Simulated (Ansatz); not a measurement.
Basis-set extrapolation for `CO[Si](C)(N)Cl` (PBE0-D4/def2-TZVP geometry, frozen core, Ansatz 0.2.0). Multiplicity 1, RHF reference.

```csv
,def2-TZVPP,def2-QZVPP
HF,-958.407630,-958.440100
MP2 correlation,-1.109686,-1.196506
CCSD(T) correlation,-1.209990,not run
```

Energies in hartree. Use E(X) = E(∞) + A·exp(−7.88·√X) for Hartree–Fock and E(X) = E(∞) + B·X^(−2.97) for correlation, with X = 3 and 4, and add CCSD(T) minus MP2 of the smaller set to the MP2 limit.

Task: What is the CCSD(T) energy at the basis-set limit?

Result: HF limit: -958.440100 + (-0.032470) × 0.13774 = -958.44457. MP2 limit: -1.196506 + (-0.086820) × 0.74074 = -1.26082. Higher-order term: -1.209990 − (-1.109686) = -0.10030. Total: -959.80569 hartree, 493.8 kJ/mol below CCSD(T)/def2-TZVPP.
